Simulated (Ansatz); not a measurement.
Mulliken charges of CH$_{5}$BrOSi (`OC[SiH2]Br`) from ωB97M-V/def2-TZVPP in Ansatz (PBE0-D4/def2-TZVP geometry).

```csv
atom,x (Å),y (Å),z (Å),charge (e)
O1,-0.138,1.570,-0.749,-0.323
C2,0.706,0.513,-0.335,-0.134
Si3,-0.204,-0.760,0.714,0.290
Br4,-1.977,-1.391,-0.490,-0.229
H5,-0.900,1.189,-1.197,0.186
H6,1.504,0.960,0.268,0.113
H7,1.195,0.018,-1.186,0.118
H8,0.623,-1.963,0.983,-0.016
H9,-0.721,-0.182,1.975,-0.006
```

Task: By hand: the dipole of these point charges (1 e Å = 4.8032 D).

Result: Σ q r = (0.481, -0.113, 0.246) e Å, of length 0.552 e Å = 2.65 D.

Task: How does the dipole of the full density compare? (Estimate.)

Result: The calculation gave: (0.241, -0.152, 0.070) e Å, 1.41 D; the point charges give 1.88 times that, at 22° from its direction.

Point charges leave out the atoms' own dipoles, such as those of lone pairs, and Mulliken's split depends on the basis, so the two needn't agree.
